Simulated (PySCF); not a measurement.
C4H8BN, SMILES C=C1CNB1C.

The structure is a stationary point at B3LYP-D3(BJ)/def2-SVP. The structure was generated by enumeration, and PubChem lists no compound with its InChIKey, so it may never have been made.

Level of theory: PySCF with PBE/def2-TZVP.

Symmetry labels are those of the subgroup Cs that the program uses (full group Cs).

Q: List the valence orbital energies around the gap with their symmetry. (An estimate is asked for; the answer gives what the named calculation found.)

A: 
```json
[
 {"orbital": "HOMO−7", "symmetry": "A'", "energy (eV)": "-10.32"},
 {"orbital": "HOMO−6", "symmetry": "A'", "energy (eV)": "-9.49"},
 {"orbital": "HOMO−5", "symmetry": "A\"", "energy (eV)": "-9.38"},
 {"orbital": "HOMO−4", "symmetry": "A'", "energy (eV)": "-8.74"},
 {"orbital": "HOMO−3", "symmetry": "A'", "energy (eV)": "-8.24"},
 {"orbital": "HOMO−2", "symmetry": "A'", "energy (eV)": "-6.54"},
 {"orbital": "HOMO−1", "symmetry": "A\"", "energy (eV)": "-6.45"},
 {"orbital": "HOMO", "symmetry": "A\"", "energy (eV)": "-6.11"},
 {"orbital": "LUMO", "symmetry": "A\"", "energy (eV)": "-1.46"},
 {"orbital": "LUMO+1", "symmetry": "A'", "energy (eV)": "0.35"},
 {"orbital": "LUMO+2", "symmetry": "A'", "energy (eV)": "0.81"},
 {"orbital": "LUMO+3", "symmetry": "A\"", "energy (eV)": "0.97"}
]
```
